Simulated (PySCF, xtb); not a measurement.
Te(F)(NH2) (FH₂NTe), SMILES N[Te]F.

GFN2-xTB (xtb) at its own geometry gives an orbital gap of 3.24 eV and a dipole moment of 2.59 D.

Coordinates come from a r2SCAN-D4/def2-TZVP optimisation. The def2 effective core potentials stand for the cores of Te; spin–orbit coupling is left out. Other conformers were not sampled.

Problem. What does r2SCAN/def2-TZVPD (PySCF) give? (Estimate from the structure and the level; the computed values follow.)

Solution. gap 3.01 eV (levels -5.40 and -2.39 eV), dipole 2.14 D.
